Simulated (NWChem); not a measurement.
System: CH6AlNO; SMILES C[NH][AlH][OH]

```xyz
10

Al    -0.6001    -0.7484     0.0000
H     -2.0010    -1.4855     0.0000
N     -0.5288     1.0211     0.0000
C      0.6342     1.8782     0.0000
H     -1.3974     1.5468     0.0000
H      0.6836     2.5337     0.8899
H      0.6836     2.5337    -0.8899
H      1.5505     1.2686     0.0000
O      0.8953    -1.5706     0.0000
H      1.0160    -2.5201     0.0000
```
Atoms are numbered in this order, from 1.

All runs: NWChem. Geometry: optimised at PBE0/def2-SVP. Ions are spin-unrestricted doublets at the neutral geometry; other ion states weren't tried. Functional: LC-ωPBE (HJS hole) with def2-SVP; rows give the range parameter ω in 1/bohr.

Task: At which range parameter does −ε(HOMO) equal the ΔSCF ionisation energy (optimal tuning)?

Result: about 0.34 per bohr, by linear interpolation in these runs:
```csv
range parameter (1/bohr),"vertical ionisation energy, ΔSCF (eV)",−ε(HOMO) (eV),ΔSCF minus −ε(HOMO) (eV)
0.15,8.68,7.24,1.44
0.25,8.82,8.25,0.57
0.30,8.87,8.64,0.23
0.35,8.91,8.98,-0.07
0.50,8.98,9.72,-0.74
```
